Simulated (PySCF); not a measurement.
**Relaxation of singlet OsOF2**

Computed with PBE0/[Os def2-SVP with ECP60, O def2-SVP, F def2-SVP], scalar-relativistic core potentials, density fitting, no spin–orbit coupling, PySCF. A (50,194) grid was used.

A hand-made T-shaped (ligand arrangement 2) start, of C2v symmetry, held to at least that symmetry:

Coordinates in bohr (charge 0 multiplicity 1):
```
Os    0.0000    0.0000   -0.2323
O     0.0000    0.0000    3.0369
F     3.6449    0.0000   -0.1049
F    -3.6449    0.0000   -0.1049
```

Optimiser trace:
```json
{"step": "0", "E − E(last) (kJ/mol)": "265.96", "largest gradient (Eh/bohr)": "0.17697"}
{"step": "1", "E − E(last) (kJ/mol)": "167.07", "largest gradient (Eh/bohr)": "0.09959"}
{"step": "2", "E − E(last) (kJ/mol)": "102.73", "largest gradient (Eh/bohr)": "0.02684"}
{"step": "3", "E − E(last) (kJ/mol)": "46.15", "largest gradient (Eh/bohr)": "0.03225"}
{"step": "4", "E − E(last) (kJ/mol)": "12.74", "largest gradient (Eh/bohr)": "0.04248"}
{"step": "5", "E − E(last) (kJ/mol)": "6.36", "largest gradient (Eh/bohr)": "0.02146"}
{"step": "6", "E − E(last) (kJ/mol)": "0.16", "largest gradient (Eh/bohr)": "0.00271"}
{"step": "7", "E − E(last) (kJ/mol)": "0.00", "largest gradient (Eh/bohr)": "0.00104"}
{"step": "8", "E − E(last) (kJ/mol)": "0.00", "largest gradient (Eh/bohr)": "0.00005"}
```

It ends at C2v with Os–F 1.846 Å (×2), Os–O 1.626 Å; F–Os–F 106.4°, F–Os–O 126.8° (×2) (after a last refinement on a finer grid). A frequency run shows a minimum. Other isomers or separated fragments may lie lower.

Final geometry:
```xyz
4
charge 0 multiplicity 1, angstrom
Os    0.0000    0.0000    0.0637
O     0.0000    0.0000    1.6901
F     1.4784    0.0000   -1.0422
F    -1.4784    0.0000   -1.0422
```

With an element this heavy the missing spin–orbit coupling can shift these numbers.
